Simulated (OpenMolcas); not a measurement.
Os VII: effect of the IPEA shift

```yaml
Program: OpenMolcas
Basis: ANO-RCC-VTZP [8s7p5d3f2g1h]
Scalar_Hamiltonian: DKH2, point nucleus
Active_space: 2 electrons in 10 orbitals (5d 6d)
State_averaging: 2S+1 = 3 even, 10 roots; 2S+1 = 1 even, 15 roots
Spin-orbit_coupling: RASSI with atomic mean-field integrals over the reference wave functions, term energies averaged over their components
```

Methods on the same reference wave functions:
A. CASSCF
B. SS-CASPT2, IPEA 0 Eh, imaginary shift 0.1 Eh (closed shells correlated: 5s 5p)
C. SS-CASPT2, IPEA 0.25 Eh, imaginary shift 0.1 Eh (closed shells correlated: 5s 5p)

Energies in cm⁻¹ above 5d² ³F₂, the measured ground level; measured values from van het Hof, Joshi, Wyart and Sugar, J. Res. Natl. Inst. Stand. Technol. 100, 687 (1995).

| Level | A | B | C | Measured |
| --- | --- | --- | --- | --- |
| 5d² ³F₂ | 0.0 | 0.0 | 0.0 | 0.0 |
| 5d² ³F₃ | 10337 | 10640 | 10650 | 10308 |
| 5d² ³P₀ | 18027 | 16430 | 16560 | 15837 |
| 5d² ³F₄ | 18569 | 18630 | 18610 |  |
| 5d² ³P₁ | 24175 | 22860 | 23020 | 22098 |
| 5d² ¹G₄ | 33534 | 32400 | 32280 | 31274 |
| 5d² ³P₂ [56 %] | 35553 | 33880 | 33940 | 33127 |
| 5d² ¹S₀ | 63135 | 58770 | 58650 | 57710 |

Deviations, from unrounded energies. A percentage is the sum of absolute deviations over the sum of measured energies, with the sign that they share, or ± where signs differ.

```csv
Against measurement,Levels,A,B,C
mean absolute deviation (cm-1),6,2400,770,790
fine structure of the ground term (%),1,+0.3,+3.3,+3.4
other terms of the ground configuration (%),5,+9.0,+2.7,+2.8
```

B, C lie about equally close to measurement and A furthest from it. The largest miss of B in the table is 5d² ¹G₄, by +1100 cm-1. The ranking rests on the paired levels alone, and a cruder setting can come out closer through cancelling errors.

Between B and C the level of the table that moves most is 5d² ³P₁, by 160 cm-1 (lowest in B, highest in C). Moves below CASPT2's spread within the term are not significant.

The mean deviations of B to C differ by less than CASPT2's widest spread within a term (550 cm-1), so their order carries little weight.

From A to B the spin-free energies of the other terms of 5d² shown, above ³F, scale by factors of 0.88 to 0.91, as is usual when dynamic correlation screens the repulsion within a d or f shell.

The lowest spin-free term lies below A's lowest term by 0.222 hartree in B, 0.219 hartree in C.

Term energies are means over components that CASPT2 splits; among the terms shown or strongly mixed into the levels shown the widest spread is 550 cm-1 (5d² ¹G, B). Active for correlation alone: 6d; no level in the range computed is led by a configuration that fills it, so any true level of that kind is missing. Without dynamic correlation excited terms often stand tens of per cent too high (terms of higher spin than the ground term too low), and those without a measured partner can miss by more than the paired ones (holds for A). Measured partners are found by configuration, term and J. A level has none where our copy of the source lacks it or the pairing is in doubt (some pairs that miss far off the trend of their configuration count as doubtful), and it then counts in no deviation. Levels of configurations outside the active space are missing. Levels that lie high or do not pair safely by name in every column are left out.

A share in square brackets marks a mixed level and gives the weight of the term that names it, the lowest over the columns.
